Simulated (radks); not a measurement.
The numbers below are computed, except where a source is named.
The mean radii <r> (bohr) of the occupied orbitals of an atom or ion are listed with their occupations. Code: a radial shooting solver on a logarithmic mesh with Libxc functionals. Model: non-relativistic Kohn-Sham, PBE, spin-polarised, spherical densities, point nucleus.

| orbital | occ. | <r> |
|---|---|---|
| 1s | 2 | 0.04018 |
| 2s | 2 | 0.1770 |
| 2p | 6 | 0.1523 |
| 3s | 2 | 0.5034 |
| 3p | 6 | 0.5033 |
| 3d | 10 | 0.4968 |
| 4s | 2 | 1.384 |
| 4p | 6 | 1.574 |
| 5s | 2 | 4.398 |

Name the element and its charge. Open shells, if any, are filled with parallel spins first.

Answer. Z = 38, strontium, charge 0: Sr in [Kr] 5s2. The 1s radius gives Z: for a bare nucleus <r> = 1.5/Z, 0.03947 bohr for Z = 38, and screening makes it slightly larger (0.04018 here). The occupations add up to 38, and the charge is Z minus that.
